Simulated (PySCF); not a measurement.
# Levels along the 13-electron series

One electron added to the closed shell [Ne] 3s2: EOM-EA-CCSD calculated with PySCF 2.14, two-component X2C-1e with screened spin-orbit coupling, each ion in its own even-tempered basis, 1s2 frozen, the virtual space cut to natural spinors and corrected at second order; no Breit or QED terms. Binding energy of 3p1/2 and energies of the other levels above it, in eV.

| ion | 3p1/2 binding | 3p3/2 − 3p1/2 | 3d3/2 − 3p1/2 | NIST ionisation energy |
| --- | --- | --- | --- | --- |
| Pr⁴⁶⁺ | 3835.7 | 126.75 | 302.81 | 3832 ± 4 (t) |
| Nd⁴⁷⁺ | 4000.1 | 137.08 | 316.97 | 3997 ± 4 (t) |
| Pm⁴⁸⁺ | 4168.4 | 148.09 | 331.85 | 4166 ± 4 (t) |
| Sm⁴⁹⁺ | 4340.7 | 159.79 | 347.48 | 4337 ± 4 (t) |
| Eu⁵⁰⁺ | 4516.8 | 172.20 | 363.83 | 4513 ± 4 (t) |
| Gd⁵¹⁺ | 4697.0 | 185.39 | 380.99 | 4693 ± 4 (t) |
| Tb⁵²⁺ | 4881.4 | 199.38 | 398.94 | 4877 ± 4 (t) |
| Dy⁵³⁺ | 5069.7 | 214.17 | 417.74 | 5066 ± 5 (t) |
| Ho⁵⁴⁺ | 5262.2 | 229.84 | 437.41 | 5258 ± 5 (t) |
| Er⁵⁵⁺ | 5459.0 | 246.46 | 458.08 | 5455 ± 5 (t) |

Each ion has its own basis, which adds noise of up to about 0.1 % of the binding energies along the series.

The 3p interval goes from 126.7 to 246.5 eV, as Z to the power 4.68; a hydrogen-like ion gives 4, and the power is higher where the screened charge Z − σ still grows faster than Z or where Zα is large.

NIST values marked (s) are semi-empirical, (t) theoretical.
